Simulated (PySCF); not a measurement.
PySCF job for C2H10FNSi2, SMILES NC[SiH2]C[SiH2]F, SMD-M06-2X/def2-SVP. Coordinates come from a B3LYP-D3(BJ)/def2-SVP optimisation. The structure was generated by enumeration, and PubChem lists no compound with its InChIKey, so it may never have been made. Other conformers were not sampled.

```python
import numpy as np
from pyscf import gto, scf, dft
from pyscf.solvent import smd

mol = gto.M(
    atom='''
    N    -3.51812451   -0.40135810   -0.39418514
    C    -2.44626390   -0.32492547    0.59703843
    Si   -0.79726474    0.05348660   -0.26141609
    C     0.63049190   -0.01365135    0.98623536
    Si    2.32939643   -0.08008331    0.21731950
    F     2.35466058    0.92894484   -1.06913932
    H    -3.38798698   -1.21111257   -1.00058515
    H    -4.42807646   -0.51977712    0.05145659
    H    -2.32964160   -1.22014811    1.24948315
    H    -2.64963996    0.51807100    1.28175870
    H    -0.56922821   -0.97956308   -1.31909963
    H    -0.84634769    1.39328707   -0.90594225
    H     0.55723426    0.86259754    1.65345163
    H     0.50821990   -0.91170122    1.61901649
    H     3.39693758    0.37062383    1.15231156
    H     2.62824368   -1.44945918   -0.28259164
    ''',
    basis='def2-SVP',
    charge=0,
    spin=0,
    max_memory=1600,
    verbose=3,
)
mf = dft.RKS(mol, xc='m06-2x').density_fit(auxbasis='def2-universal-jkfit')
mf.grids.level = 4
mf.conv_tol = 1e-9
mf.max_cycle = 100
mf.kernel()
res = {}
for name in ['water', 'n-hexane', '1-octanol']:
    s = mf.SMD()
    s.with_solvent.solvent, s.with_solvent.sasa_ng = name, 194
    s.kernel(mf.make_rdm1())
    res[name] = (s.e_tot, s.with_solvent.get_cds(), s.dip_moment(), s.mo_energy, s.converged)
    print(f'SMD {name}: dG(solv) = {(s.e_tot - mf.e_tot) * 627.509474:.3f} kcal/mol, of which CDS {res[name][1] * 627.509474:.3f}')
```

Log of the run:

```
converged SCF energy = -815.36190435168
converged SCF energy = -815.364831057618
Dipole moment(X, Y, Z, Debye): -1.41851, -2.47308,  3.47258
SMD water: dG(solv) = -1.837 kcal/mol, of which CDS 4.906
converged SCF energy = -815.365702760478
Dipole moment(X, Y, Z, Debye): -1.29187, -2.06470,  2.83852
SMD n-hexane: dG(solv) = -2.384 kcal/mol, of which CDS -0.110
converged SCF energy = -815.369616155552
Dipole moment(X, Y, Z, Debye): -1.39401, -2.36820,  3.31600
SMD 1-octanol: dG(solv) = -4.839 kcal/mol, of which CDS 0.884
```

The calculation finished and met its thresholds.

Cost: very roughly 9 core-minutes.
